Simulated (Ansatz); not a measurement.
The cluster Nb2S2⁺. Charge 1, multiplicity 2. Geometry PBE-D4/def2-SVP; atoms count from 1.

| atom | x (Å) | y (Å) | z (Å) |
| --- | --- | --- | --- |
| Nb1 | -0.8362 | 0.1684 | 0.9399 |
| Nb2 | 1.2614 | -0.1324 | 0.0676 |
| S3 | -0.3994 | -1.7405 | -0.3633 |
| S4 | -0.0257 | 1.7045 | -0.6441 |

In the def2 sets Nb takes a core potential; there is no spin–orbit coupling. The structure comes from a short search, and lower isomers may exist.

Question: Estimate the Mulliken populations from the PBE0/def2-TZVP orbitals of Ansatz.

Answer: 
```tsv
atom	charge (e)	spin (α − β)	d electrons
Nb1	0.82	0.34	3.48
Nb2	0.82	0.35	3.48
S3	-0.32	0.16	–
S4	-0.32	0.16	–
```
Mulliken values and Mayer orders depend strongly on the basis.

Question: Where does the spin sit?

Answer: Summed by element: Nb 0.68, S 0.32, of 1 unpaired in all. Largest on single atoms: Nb2 0.35, Nb1 0.34, S4 0.16.

Question: And the Mayer bond orders between bonded heavy atoms (over 0.3)?

Answer: Nb1–Nb2 2.55 (2.29 Å); Nb1–S3 1.23 (2.35 Å); Nb1–S4 1.23 (2.35 Å); Nb2–S3 1.23 (2.35 Å); Nb2–S4 1.23 (2.35 Å).
